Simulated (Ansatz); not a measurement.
Molecule: sum formula Si2H2Cl3 (charge 0, doublet). It need not be the lowest isomer of its formula. 
Coordinates optimised at B3LYP-D3(BJ)/def2-TZVP (Ansatz, a quantum-chemistry and plane-wave program):
```xyz
7

Si     2.2445    -0.2018     0.4872
Si    -0.0134     0.0025    -0.0001
Cl    -0.5248    -0.8375    -1.8085
Cl    -1.1215    -0.9237     1.4605
Cl    -0.5287     1.9899    -0.0599
H      2.6550    -1.6213     0.6105
H      3.0869     0.5233    -0.4944
```
Charge 0, spin multiplicity 2.

Basis-set convergence of Hartree-Fock and CCSD(T) correlation energies (hartree) with Ansatz. Valence correlation only, unless marked. Open shells are spin-unrestricted. No spin-orbit coupling. No relativistic terms.

```tsv
basis	functions	E(HF)	E(corr, CCSD(T))
cc-pV(D+d)Z	125	-1957.67624	-0.65994
cc-pV(T+d)Z	223	-1957.75143	-0.88333
cc-pV(Q+d)Z	380	-1957.76840	-0.96089
```

Extrapolating the two largest sets (X = 3 and 4) as X^-3: E(corr) = (64·(-0.96089) - 27·(-0.88333))/37 = -1.0175 Eh, an estimate of the basis-set limit. The largest set recovers 94.4 % of it, the smallest 64.9 %.
